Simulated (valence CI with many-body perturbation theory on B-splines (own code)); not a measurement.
Hyperfine factors and g values of Nd38+

Computed by relativistic CI+MBPT: four valence electrons over a frozen Dirac-Fock core [Ar], radial functions for each j: 9 s, 9 p, 10 d, 8 f, 5 g, 3 h, 1 i, with the one-electron correlation potential Σ1, the two-electron term Σ2, the three-electron term Σ3, Breit, model QED; selected CI, second order for the rest (own B-spline code, finite nucleus).

The last digits are not significant, and no measured levels were compared; by estimate large intervals hold to a few tenths of a per cent, small ones and those within an open d or f shell to about a per cent. Only levels of the ground parity were solved; by the run's estimate the other parity begins above the list, which can be wrong where configurations are misplaced.

A/g_I is the dipole constant over the nuclear g factor μ/I (μ in nuclear magnetons, uniformly magnetised nucleus), B/Q the quadrupole constant per barn. Both hold the static response of the core; the bare values leave it out. Large factors of s and p1/2 electrons are usually good to 5 to 10 %; those of open d and f shells near neutrality can be off by tens of per cent, and small factors of p3/2, d and f electrons come from cancelling terms and can be off by a factor of two or in sign, in half-filled shells by more. B is blank for J = 1/2, where it vanishes, and for nearly pure S terms. Energies count from the lowest level. Levels with J = 0 are left out.

Levels are named by their leading jj configuration (3d3/2^4 stands for four electrons in 3d with j = 3/2), which in mixed levels can hold well under half, so a name can repeat and another be missing. Letters in brackets count levels of one name in rising energy.

```
                    Level  E (cm⁻¹)      g  A/g_I (MHz)  A/g_I bare  B/Q (MHz/b)  B/Q bare
      (3d3/2^3 3d5/2) J=1    159300  1.494        -2060       -1210         9890     10000
      (3d3/2^3 3d5/2) J=2    231440  1.313        15400       15900        17000     17300
      (3d3/2^3 3d5/2) J=4    235660  1.105        28100       28300        -77.5      -130
      (3d3/2^3 3d5/2) J=3    257880  1.217        23200       23600        10400     10600
(3d3/2^2 3d5/2^2) J=4 [a]    392010  1.153        23000       23300       -10300    -10500
(3d3/2^2 3d5/2^2) J=2 [a]    397420  1.104        15100       15400        18100     18400
(3d3/2^2 3d5/2^2) J=3 [a]    407280  1.094        21600       21900         4330      4400
    (3d3/2^2 3d5/2^2) J=5    433320  1.078        26400       26500        23900     24300
    (3d3/2^2 3d5/2^2) J=1    451080  1.178        27600       28000         1460      1470
    (3d3/2^2 3d5/2^2) J=6    451750  1.083        27700       27900        28300     28700
(3d3/2^2 3d5/2^2) J=4 [b]    480330  1.028        30000       30100       -10000    -10200
(3d3/2^2 3d5/2^2) J=3 [b]    485800  1.119        28500       28700         8920      9060
(3d3/2^2 3d5/2^2) J=2 [b]    489640  1.117        25600       25900         7830      7950
(3d3/2^2 3d5/2^2) J=2 [c]    561840  1.012        36000       36000        -1440     -1480
(3d3/2^2 3d5/2^2) J=4 [c]    575990  1.221        19400       19800        26800     27300
  (3d3/2 3d5/2^3) J=3 [a]    624460  1.134        17400       17600         1210      1240
  (3d3/2 3d5/2^3) J=4 [a]    636380  1.106        21200       21400          773       781
      (3d3/2 3d5/2^3) J=5    655330  1.142        22800       23100       -15700    -16000
  (3d3/2 3d5/2^3) J=1 [a]    655420  0.864        29400       29300        12100     12300
(3d3/2^2 3d5/2^2) J=2 [d]    656020  1.263        21400       21900        -8730     -8840
      (3d3/2 3d5/2^3) J=6    663050  1.070        26200       26300        32500     33100
  (3d3/2 3d5/2^3) J=2 [a]    711730  1.023        29800       29900        23800     24200
  (3d3/2 3d5/2^3) J=3 [b]    722070  1.088        25200       25400        11700     11900
  (3d3/2 3d5/2^3) J=3 [c]    807760  1.059        28200       28300        36800     37300
  (3d3/2 3d5/2^3) J=1 [b]    812030  1.438         5640        6390       -16700    -17000
  (3d3/2 3d5/2^3) J=4 [b]    817060  1.034        28300       28400        31700     32200
  (3d3/2 3d5/2^3) J=2 [b]    838620  1.090        26500       26700       -27800    -28300
            (3d5/2^4) J=4    886990  1.154        19700       20000       -31100    -31600
            (3d5/2^4) J=2    971600  1.024        22200       22300         4220      4290
```

**Question.** Take the isotope of mass number 145, with I = 7/2, μ = -0.656 μN and Q = -0.314 b. What is the hyperfine structure of (3d3/2^2 3d5/2^2) J=4 [a]?

**Answer.** From the table A = -4320 MHz, B = 3230 MHz. Shifts from the centre of gravity in MHz: F = 1/2: 77200, F = 3/2: 70300, F = 5/2: 58900, F = 7/2: 43100, F = 9/2: 23100, F = 11/2: -865, F = 13/2: -28600, F = 15/2: -59700.
